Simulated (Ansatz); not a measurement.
SiH2Me(NMeEt) (C₄H₁₃NSi). The state is a singlet with charge 0. Geometry r2SCAN-D4/def2-SVP, basis def2-TZVP, Ansatz.

```
run  HOMO (eV)  LUMO (eV)
  A      -4.91       0.20
  B      -8.57       2.84
  C      -6.20       0.99
  D      -8.88       3.06
  E      -5.14       0.71
  F      -9.43       3.59
```

LC-ωPBE has ω = 0.4 bohr⁻¹.

Q: The runs used HF, LC-ωPBE, PBE, PBE0, r2SCAN, ωB97X-V. Estimate which is which.

A: A PBE (0 % exact exchange); B ωB97X-V (range-separated); C PBE0 (25 % exact exchange); D LC-ωPBE (range-separated); E r2SCAN (0 % exact exchange); F HF (100 % exact exchange). Exact exchange lowers occupied and raises empty levels; among semilocal functionals meta-GGAs tend to open the gap a little, and such runs are hard to tell apart. The gap grows from 5.11 eV (PBE) to 13.03 eV (HF).
